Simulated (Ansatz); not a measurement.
Name a neutral molecule of Br, Cl, O, S, Si and H with size of the dipole moment (PBE/def2-TZVPP) between 0.50 and 0.80 D and HOMO–LUMO gap (PBE0/def2-TZVPP) between 7.25 and 7.55 eV (Ansatz, PBE0-D4/def2-TZVP geometry).

`O[Si](S)(Cl)Br` (0.60 D, 7.45 eV). Other molecules can fit too; these were computed, each in one conformer that needn't be the lowest.
